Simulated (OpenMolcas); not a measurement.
## Fe2+, Ru2+, Os2+: d6 down the group

```yaml
Program: OpenMolcas 26.06
Method: MS-CASPT2, IPEA 0.25 Eh, imaginary shift 0.1 Eh
Basis: ANO-R3
Scalar_Hamiltonian: X2C, finite nucleus
Spin-orbit_coupling: state interaction with AMFI integrals over the reference wave functions, term energies averaged over their components
```

Active space for each ion: 6 electrons in 6 orbitals (d s); closed shells correlated by CASPT2: Fe2+ 3s 3p; Ru2+ 4s 4p; Os2+ 5s 5p.

Computed levels in cm-1 above 5D4:

```csv
Level,Fe2+,Ru2+,Os2+
5D3,476,1242,4760
5D2,806,1955,4500
5D1,1018,2430,7080
5D0,1122,2650,7350
3H6,19560,15630,17610
3P1(1),19780,18620,28860
3H5,19790,15820,24870
3G5,23860,19060,16690
1I6,29670,24140,29910
weight of 5D in the lowest level (%),100,98,84
```

Mixed levels, with the weight of the term that names them: Os2+ 5D2 (66 %), Os2+ 3P1(1) (65 %), Os2+ 3H5 (58 %), Os2+ 3G5 (59 %).

Measured, with the error of the calculation in %. Measured levels: Fe2+ from Corliss and Sugar, J. Phys. Chem. Ref. Data 11, 135 (1982); Ru2+ from Moore, Atomic Energy Levels, vol. III, NSRDS-NBS 35 (1971 reprint of NBS Circular 467, 1958).

```json
{"Level": "5D3", "Fe2+": "436 (+9.1)", "Ru2+": "1159 (+7.2)"}
{"Level": "5D2", "Fe2+": "739 (+9.1)", "Ru2+": "1826 (+7.1)"}
{"Level": "5D1", "Fe2+": "932 (+9.2)", "Ru2+": "2266 (+7.1)"}
{"Level": "5D0", "Fe2+": "1027 (+9.2)", "Ru2+": "2476 (+7.2)"}
{"Level": "3H6", "Fe2+": "20051 (-2.5)", "Ru2+": ""}
{"Level": "3P1(1)", "Fe2+": "20688 (-4.4)", "Ru2+": ""}
{"Level": "3H5", "Fe2+": "20301 (-2.5)", "Ru2+": ""}
{"Level": "3G5", "Fe2+": "24559 (-2.8)", "Ru2+": ""}
{"Level": "1I6", "Fe2+": "30356 (-2.2)", "Ru2+": ""}
```

The fine-structure level 5D0 changes by a factor of 6.55 from Fe2+ to Os2+.

Without spin-orbit coupling 3H lies 19320, 15010, 14980 cm-1 above 5D in that order; the difference to the level 3H6, of either sign, comes from spin-orbit coupling, which also lowers the zero.

CASPT2 does not keep the components of a term degenerate, so their means are used; among the terms shown or strongly mixed into the levels shown the widest spread is 2400 cm-1 (3d6 1I, Fe2+). Over all roots computed the reference weight is 0.88 to 0.94 in Fe2+; the roots of lowest weight are the least certain, and an intruder state may touch them. Blocks of more than 70 roots (2S+1 = 3 even) ran without multistate coupling. Some high roots are left out of the spin-orbit mixing, which shifts the levels that they would mix with. Terms from blocks run as CI alone lack orbitals of their own. Configurations are named by rounded mean occupations; where the s occupation lies near a half they are strongly mixed, a name can repeat and a true partner stay unpaired (holds for Os2+). The lowest spin-free term belongs to 5d5 6s, not to the configuration of the lowest level (holds for Os2+). Measured partners are found by configuration, term and J. A level has none where our copy of the source lacks it or the pairing is in doubt (some pairs that miss far off the trend of their configuration count as doubtful), and it then counts in no deviation. Only configurations of the active space appear.

A number in round brackets counts repeated terms of one configuration in the order of the reference energies.
